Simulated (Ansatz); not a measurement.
Geometry optimisation, RKS PBE/def2-SVP (Ansatz 0.2.0).

Input file:

```yaml
crystal:
  periodic: [false, false, false]
  atoms:
    - { symbol: Sn, position_ang: [0.0, 0.0, 0.0] }
    - { symbol: H, position_ang: [0.0, 0.0, 2.09] }
    - { symbol: Cl, position_ang: [2.2726, 0.0, -0.8025] }
    - { symbol: Cl, position_ang: [-1.1351, 1.9666, -0.8025] }
    - { symbol: Cl, position_ang: [-1.1351, -1.9666, -0.8025] }
    - { symbol: "N", position_ang: [-2.2776, 0.0, 0.7568] }
    - { symbol: H, position_ang: [-2.9976, -0.6071, 0.2705] }
    - { symbol: H, position_ang: [-2.5634, 0.6071, 1.5773] }
    - { symbol: H, position_ang: [-1.0919, 0.0, 1.9721] }
basis:
  gaussian: { orbitals: def2-SVP }
hamiltonian:
  xc: pbe
relax:
  f_tol: 0.15
  max_steps: 25
  restrain:
    - { distance: [0, 5], at: 2.1, k: 30.0 }
    - { distance: [8, 1], at: 0.66, k: 30.0 }
    - { distance: [0, 1], at: 2.94, k: 30.0 }
    - { distance: [8, 5], at: 2.26, k: 30.0 }
output:
  orbitals: {}
```

Command:

```bash
$ ansatz run input.yaml --threads 2 --pin off --max-ram 3072MiB --backend cpu --events-out ev --progress --plain --runs-dir out
```

Task: Where does it end, and by what steps?

Result: The forces met the threshold. The restraints hold the end off the free minimum; the threshold counts their pulls, which the force column leaves out. Restrained pairs: Sn1–N6 (2.40 → 2.09 Å), H2–H9 (1.10 → 0.72 Å), Sn1–H2 (2.09 → 2.94 Å), N6–H9 (1.70 → 2.27 Å). After 18 steps the energy has fallen by 3.404 eV (the restraints' own energy left out); Cl5 moved furthest, 1.63 Å.

```json
{"step": "0", "energy less start (eV)": "0.0000", "largest force component (eV/Å)": "2.636", "accepted": "yes"}
{"step": "1", "energy less start (eV)": "-0.1804", "largest force component (eV/Å)": "3.101", "accepted": "yes"}
{"step": "2", "energy less start (eV)": "-0.3531", "largest force component (eV/Å)": "3.102", "accepted": "yes"}
{"step": "3", "energy less start (eV)": "-1.6143", "largest force component (eV/Å)": "2.792", "accepted": "yes"}
{"step": "4", "energy less start (eV)": "-2.3112", "largest force component (eV/Å)": "2.325", "accepted": "yes"}
{"step": "5", "energy less start (eV)": "-2.6795", "largest force component (eV/Å)": "1.996", "accepted": "yes"}
{"step": "6", "energy less start (eV)": "-2.9702", "largest force component (eV/Å)": "1.613", "accepted": "yes"}
{"step": "7", "energy less start (eV)": "-3.1631", "largest force component (eV/Å)": "1.750", "accepted": "yes"}
{"step": "8", "energy less start (eV)": "-3.2578", "largest force component (eV/Å)": "1.737", "accepted": "yes"}
{"step": "9", "energy less start (eV)": "-3.3169", "largest force component (eV/Å)": "0.787", "accepted": "yes"}
{"step": "10", "energy less start (eV)": "-3.2968", "largest force component (eV/Å)": "1.887", "accepted": "yes"}
{"step": "11", "energy less start (eV)": "-3.3235", "largest force component (eV/Å)": "1.797", "accepted": "yes"}
{"step": "12", "energy less start (eV)": "-3.3567", "largest force component (eV/Å)": "1.535", "accepted": "yes"}
{"step": "13", "energy less start (eV)": "-3.3698", "largest force component (eV/Å)": "1.607", "accepted": "yes"}
{"step": "14", "energy less start (eV)": "-3.3975", "largest force component (eV/Å)": "1.421", "accepted": "yes"}
{"step": "15", "energy less start (eV)": "-3.3974", "largest force component (eV/Å)": "1.358", "accepted": "yes"}
{"step": "16", "energy less start (eV)": "-3.4205", "largest force component (eV/Å)": "0.761", "accepted": "no"}
{"step": "17", "energy less start (eV)": "-3.4143", "largest force component (eV/Å)": "1.249", "accepted": "yes"}
{"step": "18", "energy less start (eV)": "-3.4044", "largest force component (eV/Å)": "1.608", "accepted": "yes"}
```

```xyz
9
Properties=species:S:1:pos:R:3
Sn -0.651 -0.180 -0.377
H -0.111 1.193 2.170
Cl 1.494 -0.967 0.163
Cl -0.498 2.116 -0.899
Cl -1.331 -1.369 -2.304
N -2.038 -0.554 1.139
H -2.738 -1.198 0.734
H -2.538 0.338 1.292
H -0.516 0.621 2.341
```

The run took 60 s on 2 threads of Arm Neoverse V1, on a shared host, peak memory 0.17 GiB.
